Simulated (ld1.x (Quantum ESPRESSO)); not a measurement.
## Which setting gave this result? (palladium (Pd), TM semilocal)

Base potential:

```json
{"Element": "Pd", "Generator": "ld1.x (Quantum ESPRESSO) 7.5", "Type": "norm-conserving Troullier–Martins (semilocal form)", "Functional": "LDA (PZ)", "Relativity": "scalar-relativistic", "Frozen core": "[Ar] 3d10 4s2", "Valence charge": "16", "Reference configuration": "4p6 4d8 5s0 5p0 (charge +2)", "Partial waves": "5s (bound, empty): rc 2.45 bohr; 4p (bound): rc 1.20 bohr; 4d (bound): rc 1.55 bohr", "Local potential": "the d channel", "Core correction": "none"}
```

Cutoffs, loose and tight: the cutoffs (Ry, on a coarse ladder) from which the occupation-weighted sum of valence levels, in a spherical-Bessel basis at the reference potential, stays within 10 and 1 mRy of its value at 400 Ry. They do not see the model core or the augmentation charge, which bear on the density cutoff. Test errors are all-electron minus pseudo excitation energies from the reference, over the configurations 4p6 4d10 5s0 5p0; 4p6 4d9 5s0 5p0; 4p6 4d7 5s0 5p0; 4p6 4d9.5 5s0 5p0; 4p5 4d10 5s0 5p0; 4p6 4d9 5s0 5p1; 4p6 4d6 5s0 5p0 (two spin-polarised tests are not counted in the largest error); variants that change the core or the reference have their own tests.

Only the scale of all radii (base = 1) is moved:

| scale of all radii (base = 1) | cutoff, loose | cutoff, tight | bound ghosts | largest test error (meV) |
| --- | --- | --- | --- | --- |
| 0.77 | 160 Ry | 260 Ry | none | -26 |
| 0.87 | 140 Ry | 180 Ry | none | -26 |
| 1 | 110 Ry | 160 Ry | none | -32 |
| 1.08 | 80 Ry | 140 Ry | none | -44 |
| 1.16 | 70 Ry | 110 Ry | none | -56 |
| 1.37 | 50 Ry | 80 Ry | none | -108 |

Task: One more run gave cutoff, loose: 60 Ry; cutoff, tight: 90 Ry; bound ghosts: none; largest test error (meV): -78. Which value of the scale of all radii (base = 1) was used?

Result: 1.25. The loose cutoff moves one way along this sweep, from 160 Ry at 0.77 to 50 Ry at 1.37, which places the run between 1.16 and 1.37.
